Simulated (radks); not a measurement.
Neutral potassium inside a hard spherical wall (all orbitals vanish at R), configuration held at [Ar] 4s1 and not refilled when levels cross. All-electron calculation, scalar-relativistic Kohn-Sham, r2SCAN, spin-unpolarised, spherical densities, finite nucleus; meta-GGA in the generalised Kohn-Sham scheme; Fermi nuclear charge, rms radius 3.4349 fm. Program: a radial shooting solver on a logarithmic mesh with Libxc functionals. Eigenvalues in eV, with the zero of energy where the potential of the charges vanishes at infinity; a dash marks a level that is unbound or too diffuse for the functional's potential to be trusted. A positive occupied level is held by the wall or, in an anion where self-interaction has pushed it up, behind a barrier. The pressure on the wall is -dE/dV.

R (bohr) = free: E (hartree) -602.26821; kinetic (hartree) 605.904; e(2p) -284.12; e(3s) -36.950; e(3p) -19.630; e(4s) -2.290; e(4p, empty) -0.716; e(5s, empty) -; pressure (GPa) 0
R (bohr) = 20: E (hartree) -602.26820; kinetic (hartree) 605.904; e(2p) -284.12; e(3s) -36.950; e(3p) -19.630; e(4s) -2.290; e(4p, empty) -0.714; e(5s, empty) 0.825; pressure (GPa) < 0.0001
R (bohr) = 15: E (hartree) -602.26807; kinetic (hartree) 605.905; e(2p) -284.10; e(3s) -36.929; e(3p) -19.609; e(4s) -2.277; e(4p, empty) -0.673; e(5s, empty) 1.330; pressure (GPa) 0.00110
R (bohr) = 12: E (hartree) -602.26687; kinetic (hartree) 605.914; e(2p) -283.98; e(3s) -36.815; e(3p) -19.496; e(4s) -2.196; e(4p, empty) -0.482; e(5s, empty) 2.477; pressure (GPa) 0.0161
R (bohr) = 10: E (hartree) -602.26254; kinetic (hartree) 605.937; e(2p) -283.72; e(3s) -36.561; e(3p) -19.246; e(4s) -1.977; e(4p, empty) -0.045; e(5s, empty) 4.425; pressure (GPa) 0.0936
R (bohr) = 8: E (hartree) -602.24543; kinetic (hartree) 606.004; e(2p) -283.13; e(3s) -35.991; e(3p) -18.687; e(4s) -1.292; e(4p, empty) 1.158; e(5s, empty) 8.919; pressure (GPa) 0.576
R (bohr) = 2: E (hartree) -592.19908; kinetic (hartree) 636.566; e(2p) -226.55; e(3s) 6.046; e(3p) 27.061; e(4s) 161.66; e(4p, empty) 175.04; e(5s, empty) 409.26; pressure (GPa) 12000
R (bohr) = 1.5: E (hartree) -571.71717; kinetic (hartree) 687.520; e(2p) -169.50; e(3s) 72.746; e(3p) 96.968; e(4s) 383.02; e(4p, empty) 386.19; e(5s, empty) 845.19; pressure (GPa) 78000
